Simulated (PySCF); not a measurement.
**Frontier orbitals and the lowest excitations**

C₂H₄BF₃S.
Geometry (PBE0-D3(BJ)/def2-SVP, Å), atoms numbered from 1 in this order:
```xyz
11
C2H4BF3S angstrom
C     -1.8463   -0.2455    1.0225
B     -0.5959   -0.2373    0.0910
S      0.8158    0.7687    0.5321
C      1.9627    0.4177   -0.8445
F      3.0762    1.1095   -0.6426
F      2.2774   -0.8697   -0.9152
F      1.4594    0.7747   -2.0193
H     -2.0465   -1.2835    1.3409
H     -2.7331    0.0559    0.4382
H     -1.7794    0.3908    1.9158
H     -0.5339   -0.8832   -0.9246
```

Theory: PySCF 2.14.0, density-fitted response routines, TDDFT PBE0/def2-SVPD, vertical, gas phase, core orbitals frozen in the response.

Frontier orbitals with the atoms that hold most of them (Löwdin shares over 4%, at most four atoms; ? is withheld):

```
orbital  ε (eV)                            atoms
 LUMO+2    0.56     B2 38%, S3 29%, C4 6%, C1 6%
 LUMO+1   -0.05    S3 41%, B2 16%, C4 15%, C1 7%
   LUMO   -1.32                                ?
   HOMO       ?            S3 68%, B2 13%, C4 6%
 HOMO-1   -9.33                                ?
 HOMO-2  -10.09    C1 33%, B2 24%, S3 15%, F5 7%
 HOMO-3  -10.85  S3 25%, C1 19%, B2 11%, H10 11%
```

(1) Give the leading atoms of the HOMO-1.

(2) Give the leading atoms of the LUMO.

(3) What is the HOMO energy, and the HOMO–LUMO gap?

Results:

(1) S3 (bonded to B and C) 40%; B2 (bonded to C, S and H) 24%; H11 (bonded to B) 17%; C1 (bonded to B and 3 H) 6%.

(2) B2 (bonded to C, S and H) 47%; S3 (bonded to B and C) 23%; C1 (bonded to B and 3 H) 12%; H11 (bonded to B) 8%.

(3) ε(HOMO) = -8.64 eV; the gap is 7.33 eV (0.2693 hartree).

Q: The HOMO–LUMO gap is 7.33 eV. Where does the response calculation put the lowest singlet, and from which orbitals?

A: S1 is at 6.30 eV (f = 0.0006), 1.03 eV below the gap, made of HOMO-1→LUMO (98%). Its leading pair isn't HOMO and LUMO; the energies of that pair differ by 8.01 eV. 

Q: One configuration dominates each of S1, S2 and S6. Which, and how do the shares of the two leading atoms of either orbital change from the occupied to the empty one?

A: 
- S1 (6.30 eV, f 0.0006), HOMO-1→LUMO (98%): S3 40% → 23%, B2 24% → 47%
- S2 (6.39 eV, f 0.165), HOMO→LUMO (94%): S3 68% → 23%, B2 13% → 47%
- S6 (8.05 eV, f 0.101), HOMO-1→LUMO+1 (91%): S3 40% → 41%, B2 24% → 16%

One conformer stands for the species.
